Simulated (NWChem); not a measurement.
System: MgGeH3F; SMILES [F][Mg][GeH3]

Parts of the log:

```
             Northwest Computational Chemistry Package (NWChem) 7.3.0
             --------------------------------------------------------

                             Geometry "geometry" -> ""
                             -------------------------

 Output coordinates in angstroms (scale by  1.889725989 to convert to a.u.)

  No.       Tag          Charge          X              Y              Z
 ---- ---------------- ---------- -------------- -------------- --------------
    1 Mg                  12.0000    -0.00928400    -1.33448800     0.00024500
    2 F                    9.0000     0.12574200    -3.09311400    -0.00023500
    3 Ge                  32.0000    -0.20373300     1.22133000     0.00091900
    4 H                    1.0000    -0.73647400     1.78007600     1.33968100
    5 H                    1.0000     1.15143000     1.92279600    -0.24416800
    6 H                    1.0000    -1.16023800     1.74846900    -1.09251400

 Effective nuclear repulsion energy (a.u.)     188.6968640861

                                 NWChem DFT Module
                                 -----------------

 Summary of "ao basis" -> "ao basis" (spherical)
 ------------------------------------------------------------------------------
       Tag                 Description            Shells   Functions and Types
 ---------------- ------------------------------  ------  ---------------------
 Mg                         def2-svp                 8       18   4s3p1d
 F                          def2-svp                 6       14   3s2p1d
 Ge                         def2-svp                12       32   5s4p3d
 H                          def2-svp                 3        5   2s1p

            General Information
            -------------------
          SCF calculation type: DFT
          Wavefunction type:  closed shell.
          No. of atoms     :     6
          No. of electrons :    56
           Alpha electrons :    28
            Beta electrons :    28
          Charge           :     0
          Spin multiplicity:     1
          Use of symmetry is: off; symmetry adaption is: off
          Maximum number of iterations: 150
          AO basis - number of functions:    79
                     number of shells:    35
          Convergence on energy requested:  1.00D-06
          Convergence on density requested:  1.00D-05
          Convergence on gradient requested:  5.00D-04

              XC Information
              --------------
                         B3LYP Method XC Potential
                     Hartree-Fock (Exact) Exchange  0.200
                        Slater Exchange Functional  0.800 local
                    Becke 1988 Exchange Functional  0.720 non-local
              Lee-Yang-Parr Correlation Functional  0.810
                  VWN I RPA Correlation Functional  0.190 local

             Grid Information
             ----------------
          Grid used for XC integration:  medium
          Radial quadrature: Mura-Knowles
          Angular quadrature: Lebedev.
          Tag              B.-S. Rad. Rad. Pts. Rad. Cut. Ang. Pts.
          ---              ---------- --------- --------- ---------
          Mg                  1.50       88          10.0       590
          F                   0.50       49          12.0       434
          Ge                  1.25      112          11.0       590
          H                   0.35       45          12.0       434
          Grid pruning is: on
          Number of quadrature shells:   384
          Spatial weights used:  Erf1

      Superposition of Atomic Density Guess
      -------------------------------------

 Sum of atomic energies:       -2375.36864946

      Non-variational initial energy
      ------------------------------

 Total energy =   -2375.648238
 1-e energy   =   -3690.435357
 2-e energy   =    1126.090255
 HOMO         =      -0.317520
 LUMO         =      -0.046623

   convergence    iter        energy       DeltaE   RMS-Dens  Diis-err
 ---------------- ----- ----------------- --------- --------- ---------
 d= 0,ls=0.0,diis     1  -2378.3463271271 -2.57D+03  2.81D-02  7.59D-01
 d= 0,ls=0.0,diis     2  -2377.8917900364  4.55D-01  1.90D-02  5.89D+00
 d= 0,ls=0.0,diis     3  -2378.4513502043 -5.60D-01  2.50D-03  1.44D-02
 d= 0,ls=0.0,diis     4  -2378.4532160888 -1.87D-03  9.56D-04  2.67D-03
 d= 0,ls=0.0,diis     5  -2378.4536731139 -4.57D-04  1.97D-04  4.23D-04
  Resetting Diis
 d= 0,ls=0.0,diis     6  -2378.4537098820 -3.68D-05  3.56D-05  1.05D-05
 d= 0,ls=0.0,diis     7  -2378.4537106932 -8.11D-07  7.32D-06  1.19D-07

         Total DFT energy =    -2378.453710693193
      One electron energy =    -3692.283433243138
           Coulomb energy =     1232.352576865507
    Exchange-Corr. energy =     -107.219718401711
 Nuclear repulsion energy =      188.696864086149

 Numeric. integr. density =       56.000014488849

                       DFT Final Molecular Orbital Analysis
                       ------------------------------------

 Vector   26  Occ=2.000000D+00  E=-3.373560D-01
              MO Center= -6.8D-01,  1.5D+00,  1.8D-02, r^2= 2.5D+00
   Bfn.  Coefficient  Atom+Function         Bfn.  Coefficient  Atom+Function
  ----- ------------  ---------------      ----- ------------  ---------------
    75     -0.333180  6 H  s                 46      0.312788  3 Ge pz
    65      0.308042  4 H  s                 76     -0.193713  6 H  s
    43     -0.189644  3 Ge pz                49      0.183753  3 Ge pz
    66      0.179089  4 H  s                 44      0.076580  3 Ge px
    24      0.064313  2 F  pz                40      0.062047  3 Ge pz

 Vector   27  Occ=2.000000D+00  E=-3.372934D-01
              MO Center=  2.3D-01,  1.6D+00, -1.6D-02, r^2= 2.5D+00
   Bfn.  Coefficient  Atom+Function         Bfn.  Coefficient  Atom+Function
  ----- ------------  ---------------      ----- ------------  ---------------
    70      0.370206  5 H  s                 44      0.311915  3 Ge px
    71      0.215266  5 H  s                 65     -0.206898  4 H  s
    41     -0.189107  3 Ge px                47      0.183313  3 Ge px
    75     -0.163338  6 H  s                 66     -0.120328  4 H  s
    76     -0.094999  6 H  s                 46     -0.076798  3 Ge pz

 Vector   28  Occ=2.000000D+00  E=-2.699270D-01
              MO Center= -1.4D-01,  4.0D-01,  7.0D-04, r^2= 3.1D+00
   Bfn.  Coefficient  Atom+Function         Bfn.  Coefficient  Atom+Function
  ----- ------------  ---------------      ----- ------------  ---------------
     3      0.369161  1 Mg s                 45     -0.342184  3 Ge py
    48     -0.279097  3 Ge py                42      0.201634  3 Ge py
     2      0.191580  1 Mg s                  9      0.183395  1 Mg py
    36      0.141422  3 Ge s                 23      0.125496  2 F  py
    65     -0.125461  4 H  s                 70     -0.125591  5 H  s

 Vector   29  Occ=0.000000D+00  E=-5.588486D-02
              MO Center= -4.2D-02, -9.3D-01,  1.7D-04, r^2= 6.6D+00
   Bfn.  Coefficient  Atom+Function         Bfn.  Coefficient  Atom+Function
  ----- ------------  ---------------      ----- ------------  ---------------
     4      0.899130  1 Mg s                 37     -0.626743  3 Ge s
     3      0.431251  1 Mg s                 36     -0.388645  3 Ge s
    48      0.369443  3 Ge py                 2      0.214754  1 Mg s
    35      0.209904  3 Ge s                 12      0.175236  1 Mg py
    21     -0.158708  2 F  s                 45      0.158596  3 Ge py

 Vector   30  Occ=0.000000D+00  E=-3.522278D-02
              MO Center= -2.9D-02, -6.5D-01, -1.3D-02, r^2= 5.4D+00
   Bfn.  Coefficient  Atom+Function         Bfn.  Coefficient  Atom+Function
  ----- ------------  ---------------      ----- ------------  ---------------
    13      0.708846  1 Mg pz                66     -0.314083  4 H  s
    76      0.275847  6 H  s                 10      0.242914  1 Mg pz
    49      0.236531  3 Ge pz                15      0.175285  1 Mg d -1
     7      0.152653  1 Mg pz                65     -0.127519  4 H  s
    24      0.119080  2 F  pz                75      0.111992  6 H  s

 Vector   31  Occ=0.000000D+00  E=-3.521511D-02
              MO Center= -9.3D-02, -6.5D-01,  1.4D-02, r^2= 5.4D+00
   Bfn.  Coefficient  Atom+Function         Bfn.  Coefficient  Atom+Function
  ----- ------------  ---------------      ----- ------------  ---------------
    11      0.706769  1 Mg px                71     -0.340481  5 H  s
     8      0.242190  1 Mg px                47      0.235896  3 Ge px
    76      0.203753  6 H  s                 14      0.171106  1 Mg d -2
     5      0.152201  1 Mg px                70     -0.138281  5 H  s
    66      0.137470  4 H  s                 22      0.118715  2 F  px

     Multipole analysis of the density
     ---------------------------------

     L   x y z        total         alpha         beta         nuclear
     -   - - -        -----         -----         ----         -------
     0   0 0 0     -0.000000    -28.000000    -28.000000     56.000000

     1   1 0 0     -0.038573      5.880880      5.880880    -11.800333
     1   0 1 0      0.486228     -0.401300     -0.401300      1.288829
     1   0 0 1      0.000161     -0.031319     -0.031319      0.062799

     2   2 0 0    -24.564309    -20.648978    -20.648978     16.733648
     2   1 1 0      1.002342     22.712831     22.712831    -44.423320
     2   1 0 1      0.000377      0.011778      0.011778     -0.023180
     2   0 2 0    -38.924446   -314.310984   -314.310984    589.697522
     2   0 1 1     -0.003062     -0.079304     -0.079304      0.155546
     2   0 0 2    -24.495121    -17.689824    -17.689824     10.884526

                                 NWChem DFT Module
                                 -----------------

            General Information
            -------------------
          SCF calculation type: DFT
          Wavefunction type:  spin polarized.
          No. of atoms     :     6
          No. of electrons :    55
           Alpha electrons :    28
            Beta electrons :    27
          Charge           :     1
          Spin multiplicity:     2
          Use of symmetry is: off; symmetry adaption is: off
          Maximum number of iterations: 150
          AO basis - number of functions:    79
                     number of shells:    35
          Convergence on energy requested:  1.00D-06
          Convergence on density requested:  1.00D-05
          Convergence on gradient requested:  5.00D-04

              XC Information
              --------------
                         B3LYP Method XC Potential
                     Hartree-Fock (Exact) Exchange  0.200
                        Slater Exchange Functional  0.800 local
                    Becke 1988 Exchange Functional  0.720 non-local
              Lee-Yang-Parr Correlation Functional  0.810
                  VWN I RPA Correlation Functional  0.190 local

             Grid Information
             ----------------
          Grid used for XC integration:  medium
          Radial quadrature: Mura-Knowles
          Angular quadrature: Lebedev.
          Tag              B.-S. Rad. Rad. Pts. Rad. Cut. Ang. Pts.
          ---              ---------- --------- --------- ---------
          Mg                  1.50       88          10.0       590
          F                   0.50       49          12.0       434
          Ge                  1.25      112          11.0       590
          H                   0.35       45          12.0       434
          Grid pruning is: on
          Number of quadrature shells:   384
          Spatial weights used:  Erf1

      Superposition of Atomic Density Guess
      -------------------------------------

 Sum of atomic energies:       -2375.36864946

 Renormalizing density from      56.00 to     55

      Non-variational initial energy
      ------------------------------

 Total energy =   -2349.606031
 1-e energy   =   -3624.534726
 2-e energy   =    1086.231831
 HOMO         =      -0.617659
 LUMO         =      -0.297992

[...]
```

Level: B3LYP/def2-SVP, vertical spin-unrestricted ions. Structure relaxed at the PBE0/def2-SVP level. B3LYP is NWChem's, with the RPA form of VWN correlation.

**Question.** Write an input that gives this output.

**Answer.** Several could match; the one computed here: the input that was run:
```
start job
memory heap 200 mb stack 900 mb global 1100 mb
geometry units angstroms noautosym nocenter noautoz
  Mg    -0.009284    -1.334488     0.000245
  F      0.125742    -3.093114    -0.000235
  Ge    -0.203733     1.221330     0.000919
  H     -0.736474     1.780076     1.339681
  H      1.151430     1.922796    -0.244168
  H     -1.160238     1.748469    -1.092514
end
basis spherical
  * library def2-svp
end
dft
  xc b3lyp
  iterations 150
  vectors input atomic output neutral.movecs
end
task dft energy
charge 1
dft
  odft
  mult 2
  vectors input atomic output cation.movecs
end
task dft energy
```
